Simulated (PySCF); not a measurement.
F2Sn, charge +1, multiplicity 2. Atoms are numbered in the order given.

```xyz
3

Sn     0.0000     0.0000     0.0000
F      0.0000     0.0000    -1.9157
F      0.0000     0.0000     1.9157
```
Charge +1, spin multiplicity 2.

Coordinates come from a PBE0-D3(BJ)/def2-TZVP optimisation. A frequency run showed that this geometry is not a minimum. The spin state was assumed, not searched. The isomer is the one that the SMILES or the coordinates give; other isomers of the formula were not compared. The def2 effective core potentials stand for the cores of Sn; spin–orbit coupling is left out.

All values below come from r2SCAN/def2-TZVPD in PySCF.

```json
{
 "total_energy": "-413.75522 hartree",
 "point_group": "D∞h",
 "α spin, highest occupied and lowest empty level": "-14.35 and -10.45 eV",
 "β spin, highest occupied and lowest empty level": "-16.51 and -12.83 eV",
 "dipole_moment_about_the_centre_of_nuclear_charge": "0.00 D",
 "mean_static_polarisability": "34.0 bohr³ (5.04 Å³)",
 "polarisability_principal_values": "27.3, 27.3, 47.4 bohr³",
 "⟨S²⟩": "0.755 (pure state 0.75)"
}
```
